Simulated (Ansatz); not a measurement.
## Energy profile

The step: Si₂H₄OF₂ ([F][SiH]([F])[O][SiH3]) + H₂O + H₂O → SiH₂OF₂ ([OH][SiH]([F])[F]) + SiH₄O ([OH][SiH3]) + H₂O (still joined by a long Si–O bond); bonds formed: Si1–O8, O2–H9, H7–O10; bonds broken: H7–O8, H9–O10; bonds weakened to dative contacts: Si1–O2 (atoms numbered as in the saddle structure below).

```xyz
15
angstrom
Si -1.2542 0.4435 0.3783
O 0.3357 0.1513 -0.3014
Si 0.9129 1.0040 -1.6419
F -2.3330 -0.5132 -0.3159
F -1.3788 1.6672 -0.7503
H -1.6960 1.3550 1.4611
H 0.3859 -1.4410 1.4538
O -0.8011 -0.7756 1.6185
H 0.9839 -0.7645 0.1993
O 1.3149 -1.6194 0.9364
H 1.1295 2.4289 -1.3242
H 2.2333 0.3529 -1.8646
H 0.0695 0.7917 -2.8343
H -1.1895 -0.5994 2.4750
H 1.2869 -2.4813 0.5101
```

Electronic energies by CCSD(T) at an estimated basis limit (MP2 extrapolated from triple and quadruple zeta, plus CCSD(T) − MP2 in triple zeta), on PBE0-D4/def2-TZVP structures; Si₂H₈O₃F₂, closed shell; no counterpoise correction. Program: Ansatz 0.2.0. Basis: def2-TZVPP and def2-QZVPP. Cores are frozen in the correlated methods. Extrapolation: Hartree–Fock as exp(−7.88 √X), correlation as X^−2.97.

Q: Give the profile in kJ/mol, counted from the separated reactants. (To be estimated.)

A: Computed:
```json
{"point": "separated: Si₂H₄OF₂ (linked as [F][SiH]([F])[O][SiH3]; Si1, O2, Si3, F4, F5, H6, H11, H12, H13; singlet) + H₂O (H7, O8, H14; singlet) + H₂O (H9, O10, H15; singlet)", "kJ/mol": "0.0"}
{"point": "start structure", "kJ/mol": "-37.8"}
{"point": "saddle", "kJ/mol": "33.1"}
{"point": "end structure", "kJ/mol": "-12.3"}
{"point": "separated: SiH₂OF₂ (linked as [OH][SiH]([F])[F]; Si1, F4, F5, H6, O8, H14; singlet) + SiH₄O (linked as [OH][SiH3]; O2, Si3, H9, H11, H12, H13; singlet) + H₂O (H7, O10, H15; singlet)", "kJ/mol": "22.0"}
```

T1 diagnostic: at most 0.012.

For scale, one of the runs: CCSD(T)/def2-TZVPP, 351 basis functions, launched by `ansatz run in.yaml --threads 4 --pin off --events-out ev --progress --plain --max-ram 46080MiB --backend cuda --devices 0, --max-vram 37GiB`. Hardware: 4 CPU threads of an AMD EPYC 7R13 and a share of one NVIDIA H100, shared host. Wall time 16 s; peak host memory 0.89 GiB.
